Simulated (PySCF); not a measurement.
## Bromine: highly charged ions in a basis for the neutral atom

Br¹⁷⁺ [Ar], Br¹⁸⁺ [Ne] 3s2 3p5. All numbers are calculated (PySCF 2.14, scalar relativity by spin-free X2C-1e, in aug-cc-pVDZ-DK (6s5p3d, 36 functions)). No spin-orbit coupling, so a gap to NIST mixes the basis error with missing relativistic terms.

Changed run: basis of the neutral atom used for a highly charged ion. This setting is unsound on purpose.

```
species  method  sound run (hartree)  changed run (hartree)  converged
  Br¹⁷⁺     UHF              not run            -2451.11894        yes
  Br¹⁷⁺    TPSS              not run            -2452.08394        yes
  Br¹⁷⁺  M06-2X              not run            -2452.20396        yes
  Br¹⁸⁺     UHF              not run            -2424.51182        yes
  Br¹⁸⁺    TPSS              not run            -2425.42338        yes
  Br¹⁸⁺  M06-2X              not run            -2425.53595        yes
```

Ionisation energy of Br¹⁷⁺:

| method | changed run (eV) | NIST (eV) |
| --- | --- | --- |
| UHF | 724.02 | 716.3 ± 2.3 |
| TPSS | 725.47 | 716.3 ± 2.3 |
| M06-2X | 725.67 | 716.3 ± 2.3 |

The contracted functions were made for the neutral atom and can be too rigid for a highly charged ion.
